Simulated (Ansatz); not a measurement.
Cartesian coordinates in Å:
```
C 0.2634 -2.0793 -1.1614
O -0.3886 -0.8620 -0.9030
In 0.1860 0.4415 0.4565
C -0.7503 2.2953 0.8876
Cl 2.0921 -0.3550 1.5616
H -0.4366 -2.9119 -1.0223
H 1.1304 -2.2579 -0.5134
H 0.6114 -2.1026 -2.2011
H -0.0503 3.1029 0.6749
H -1.0136 2.3219 1.9444
H -1.6440 2.4072 0.2762
```

Charge 0, multiplicity 1. In: def2 effective core potential.

**Question.** List the B3LYP/def2-TZVPP orbital energies in eV (the Gaussian-basis code of Ansatz). (Best estimate.)

**Answer.** Ansatz gave: Occupied: -2761.72, -519.98, -277.60, -277.42, -256.44, -195.45, -195.34, -195.33, -127.58, -84.28, -84.06, -83.96, -26.66, -22.15, -21.49, -21.28, -21.26, -21.22, -20.43, -19.08, -17.66, -12.64, -11.79, -11.76, -11.67, -11.52, -10.41, -8.75, -8.49, -8.20, -7.63, -7.33. Lowest empty: -1.55, -1.32, 0.45, 0.58, 1.59, 1.61, 2.14, 2.76.

B3LYP here is the variant with VWN-RPA as its local correlation; programs differ in this.
